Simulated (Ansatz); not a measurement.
`C[CH2][GeH2][NH2]`. The species carries charge 0 and has multiplicity 1. All single points use the PBE0-D4/def2-TZVP geometry. It is one conformer, not always the lowest.

```xyz
13

C    -0.129   -1.622   -0.371
C    -0.455   -0.665    0.767
Ge   -0.432    1.219    0.208
N     1.163    1.763   -0.543
H     0.859   -1.418   -0.792
H    -0.854   -1.538   -1.185
H    -0.132   -2.664   -0.038
H     0.260   -0.779    1.587
H    -1.444   -0.877    1.186
H    -1.502    1.446   -0.879
H    -0.681    2.138    1.419
H     1.966    1.678    0.065
H     1.382    1.319   -1.424
```

Question: What is the dipole moment at PBE/def2-TZVPP? (Estimate.)

Answer: Ansatz gave: 1.61 D, with components (0.59, -1.49, 0.21) D in this frame, pointing from negative to positive charge.

Question: And with r2SCAN, B3LYP, ωB97M-V? (Estimate.)

Answer: Ansatz gave: r2SCAN 1.66 D, B3LYP 1.66 D, ωB97M-V 1.65 D.

Question: Give the Mulliken charges with PBE, B3LYP, r2SCAN in def2-TZVPP. (An estimate is asked.)

Answer: The calculation gave: 
```
atom    PBE  B3LYP  r2SCAN
  C1  -0.26  -0.27   -0.15
  C2  -0.21  -0.22   -0.15
 Ge3   0.24   0.29    0.28
  N4  -0.40  -0.41   -0.44
  H5   0.07   0.07    0.03
  H6   0.09   0.09    0.05
  H7   0.09   0.09    0.05
  H8   0.08   0.08    0.05
  H9   0.08   0.08    0.05
 H10  -0.03  -0.03   -0.03
 H11  -0.03  -0.03   -0.03
 H12   0.13   0.12    0.13
 H13   0.13   0.12    0.14
```

B3LYP here is the variant with VWN-RPA as its local correlation; programs differ in this.
